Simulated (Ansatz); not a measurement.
Geometry optimisation, Ansatz 0.2.0, UKS PBE0/def2-SVP.

The input (input.yaml):

```yaml
crystal:
  periodic: [false, false, false]
  atoms:
    - { symbol: Ge, position_ang: [0.0, 0.0, 0.0] }
    - { symbol: Cl, position_ang: [0.0, 0.0, 2.47] }
    - { symbol: H, position_ang: [1.4616, 0.0, -0.5162] }
    - { symbol: H, position_ang: [-0.73, 1.2648, -0.5162] }
    - { symbol: F, position_ang: [-0.7913, -1.3709, -0.5594] }
    - { symbol: F, position_ang: [0.0, 0.0, 4.27] }
magnetization:
  spin_polarized: true
  initial_magnetization: 1
basis:
  gaussian: { orbitals: def2-SVP }
hamiltonian:
  xc: pbe0
relax:
  f_tol: 0.15
  max_steps: 25
  restrain:
    - { distance: [1, 5], at: 2.7, k: 30.0 }
    - { distance: [0, 1], at: 2.22, k: 30.0 }
```

Launched with:

```bash
$ ansatz run input.yaml --threads 2 --pin off --max-ram 3072MiB --backend cpu --events-out ev --progress --plain --runs-dir out
```

Problem. Where does it end, and by what steps?

Solution. It converged. The restraints hold the end off the free minimum; the threshold counts their pulls, which the force column leaves out. Restrained pairs: Cl2–F6 (1.80 → 2.70 Å), Ge1–Cl2 (2.47 → 2.20 Å). After 4 steps the energy has fallen by 1.037 eV (the restraints' own energy left out); F6 moved furthest, 0.54 Å.

```
step  energy less start (eV)  largest force component (eV/Å)  accepted
   0                  0.0000                           3.270       yes
   1                 -0.8364                           1.934       yes
   2                 -1.0419                           0.454       yes
   3                 -1.0370                           0.683       yes
   4                 -1.0374                           0.725       yes
```

```xyz
6
Properties=species:S:1:pos:R:3
Ge 0.029 0.049 -0.084
Cl -0.012 -0.021 2.112
H 1.489 -0.047 -0.527
H -0.785 1.266 -0.528
F -0.793 -1.375 -0.634
F 0.013 0.022 4.809
```

Time of the run: 29 s on 2 threads of Intel(R) Xeon(R) Platinum 8488C (Sapphire Rapids), on a shared host, peak memory 0.32 GiB.
